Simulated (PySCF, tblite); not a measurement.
Problem. What does the GFN2-xTB structure of `CC(N(N(C)[SiH3])C)(C)C` look like in three dimensions?

Solution. 
```xyz
27
C6H18N2Si angstrom
C      1.780   -0.770   -1.211
N      1.291    0.298   -0.367
Si     2.271    1.632    0.115
N      0.263    0.008    0.545
C      0.595   -1.040    1.483
C     -1.111    0.018    0.018
C     -1.182    0.974   -1.175
C     -1.649   -1.361   -0.401
C     -2.011    0.577    1.132
H      2.484   -0.341   -1.919
H      2.299   -1.554   -0.646
H      0.963   -1.231   -1.769
H      3.263    1.353    1.169
H      1.336    2.641    0.598
H      2.997    2.034   -1.091
H      0.633   -2.047    1.041
H      1.576   -0.812    1.901
H     -0.128   -1.043    2.295
H     -2.216    1.088   -1.491
H     -0.602    0.603   -2.015
H     -0.789    1.947   -0.894
H     -1.678   -2.043    0.445
H     -2.663   -1.252   -0.780
H     -1.042   -1.807   -1.185
H     -1.603    1.517    1.494
H     -2.082   -0.114    1.968
H     -3.015    0.750    0.752
```

Orientation and origin are arbitrary. Atoms count from 1 in this order. Si3 (SiH3 silicon) is distorted tetrahedral (angles from 105.3° to 115.9°). N2 (hydrazine nitrogen) has angles 122.8°, 118.3° and 113.2°, sum 354.3°, 0.21 Å off the plane of its three neighbours. Of the pairs four or more bonds apart, H12···H24 is among the closest relative to their van der Waals radii: 2.17 Å, 90 % of the sum of Bondi's values. The C–N distances run from 1.445 Å (N4–C5, drawn single) to 1.471 Å (N4–C6, drawn single), a spread of 0.026 Å.

Bonds between heavy atoms (Å): C1–N2 1.447, N2–Si3 1.724, N2–N4 1.404, N4–C5 1.445, N4–C6 1.471, C6–C7 1.531, C6–C8 1.539, C6–C9 1.538.

Computed geometry: GFN2-xTB, gas phase.

Point group: C1 (no symmetry element, even within 0.4 Å). Its GFN2-xTB frequencies are all real (lowest 56 cm⁻¹). One conformer, not necessarily the lowest (C1–N2–N4–C5 58°).
